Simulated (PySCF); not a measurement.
Input for PySCF: D3(BJ) and D4 dispersion corrections on BH5S (a complex), monomers drawn apart or pushed together.

```python
from pyscf import gto
from pyscf.dispersion import dftd3, dftd4

mol = gto.M(
    atom='''
    B    -0.44935254   -0.32521441    0.66950254
    H     0.40567798   -0.88714144    0.03847326
    H    -1.24783784   -1.05692590    1.19111274
    H    -0.87943141    0.69035951    0.20214063
    S     1.47964158    0.71461651    3.59014292
    H     0.65108441    1.55717100    4.23509681
    H     2.24380783    1.72063383    3.12500900
    ''',
    basis='def2-svp',
    charge=0, spin=0, verbose=0, max_memory=1800)
d3, d4 = {}, {}
for xc in ['hf', 'pbe', 'blyp', 'revpbe', 'tpss', 'r2scan', 'b3lyp', 'pbe0', 'bhlyp', 'camb3lyp', 'b2plyp']:
    d3[xc] = float(dftd3.DFTD3Dispersion(mol, xc=xc, version='d3bj', atm=False).get_dispersion()['energy'])
    print(f'D3(BJ) {xc:10s} {d3[xc]:14.8f} Eh')
for xc in ['hf', 'pbe', 'blyp', 'revpbe', 'tpss', 'r2scan', 'b3lyp', 'pbe0', 'bhlyp', 'camb3lyp', 'b2plyp']:
    d4[xc] = float(dftd4.DFTD4Dispersion(mol, xc={'camb3lyp': 'cam-b3lyp'}.get(xc, xc), atm=True).get_dispersion()['energy'])
    print(f'D4     {xc:10s} {d4[xc]:14.8f} Eh')
```

Output:

```
D3(BJ) hf            -0.02077351 Eh
D3(BJ) pbe           -0.00246474 Eh
D3(BJ) blyp          -0.00508238 Eh
D3(BJ) revpbe        -0.00616324 Eh
D3(BJ) tpss          -0.00310778 Eh
D3(BJ) r2scan        -0.00077476 Eh
D3(BJ) b3lyp         -0.00415110 Eh
D3(BJ) pbe0          -0.00216501 Eh
D3(BJ) bhlyp         -0.00318221 Eh
D3(BJ) camb3lyp      -0.00200502 Eh
D3(BJ) b2plyp        -0.00192469 Eh
D4     hf            -0.00706913 Eh
D4     pbe           -0.00206050 Eh
D4     blyp          -0.00440646 Eh
D4     revpbe        -0.00645888 Eh
D4     tpss          -0.00277321 Eh
D4     r2scan        -0.00058934 Eh
D4     b3lyp         -0.00324325 Eh
D4     pbe0          -0.00178593 Eh
D4     bhlyp         -0.00239048 Eh
D4     camb3lyp      -0.00182446 Eh
D4     b2plyp        -0.00147104 Eh
```

The run finished.

Cost: very roughly 0.06 core-seconds.
